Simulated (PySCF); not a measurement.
## NMR data sheet: C5H9FO2Si

- Formula: C5H9FO2Si
- SMILES: CC(=O)C[SiH2]O/C=C/F
- InChI: InChI=1S/C5H9FO2Si/c1-5(7)4-9-8-3-2-6/h2-3H,4,9H2,1H3/b3-2+
- Point group of the computed structure: C1
- Degrees of unsaturation: 2
- Carbon signals: 5
- Proton signals: 5

Numbering as in the mapped SMILES `[CH3:1][C:2](=[O:3])[CH2:4][SiH2:5][O:6]/[CH:7]=[CH:8]/[F:9]`. Hydrogens are named by the atom that carries them.

[PySCF 2.14.0 with density-fitted response routines: shieldings: GIAO PBE0/pcSseg-1; geometry: GFN2-xTB; one conformer; isolated molecule; no relativistic terms; averaged over atoms made equivalent by symmetry, fast rotation or ring inversion]

Referencing at the same level of theory: ¹H and ¹³C and ²⁹Si vs TMS; CFCl3 for ¹⁹F; H2O for ¹⁷O.

| carbon | δC, type | δH (multiplicity) | HMBC from (2–3 bonds) | span of the C tensor (ppm) |
| --- | --- | --- | --- | --- |
| C1 | 33.9, CH3 | 2.17 (s) | H(C4) | 61 |
| C2 | 208.1, C | – | H(Si5), H(C4), H(C1) | 207 |
| C4 | 38.0, CH2 | 2.72 (t) | H(Si5), H(C1) | 82 |
| C7 | 141.6, CH | 7.15 (m) | H(C8), H(Si5) | 153 |
| C8 | 147.7, CH | 7.09 (m) | H(C7) | 120 |

Other nuclei:
```tsv
atoms	nucleus	environment	δ (ppm)	σ (ppm)
H(Si5)	¹H	hydrogen on a silicon bonded to C, O	4.97	26.75
F9	¹⁹F	vinylic fluorine	-191.9	362.9
Si5	²⁹Si	silicon bonded to C, O, 2 H	-20.0	369.1
O3	¹⁷O	ketone oxygen	682.7	-346.6
O6	¹⁷O	oxygen bonded to C, Si	61.6	274.5
```

- Carbon types of the structure: 1 × C, 2 × CH, 1 × CH2, 1 × CH3, leaving 2 H on heteroatoms.
- δC 208.1: ketone carbonyl carbon; the double bond to the heteroatom, with no lone-pair donor beside it, deshields it most.
- δC 147.7: β carbon of an enol-ether or enamine type C=C.
- δC 141.6: alkene carbon bearing oxygen; an sp2 carbon further deshielded by the attached heteroatom.
- δH 2.72: hydrogen on an sp3 CH2 bonded to Si, α to a carbonyl; α to C=O.
- δH 2.17: hydrogen on a methyl carbon α to a carbonyl; α to C=O.

Splittings by ¹⁹F in the carbon and heteronuclear signals aren't shown, as no couplings were computed. Shifts are as computed. Against solution values, carbons near 30 ppm lie about +3 ppm off and those near 130 ppm about +5 ppm. Of 1211 compounds with measured shifts, 218 miss one by over three times the rms of a fit or turn the order of signals round; such compounds aren't used in these exercises. Unscaled 19F shifts against computed CFCl3 carry errors that often reach 10 to 50 ppm. Unscaled 17O shifts of doubly bonded oxygen tend to come out too high, by tens of ppm or more. Experimental scales use liquid or dissolved standards, which lie at an offset from isolated H2O (liquid H2O: subtract about 36 ppm). Multiplicities follow the n + 1 count of equivalent neighbours, as no J values were calculated; m marks all less simple cases, F and P coupling included.
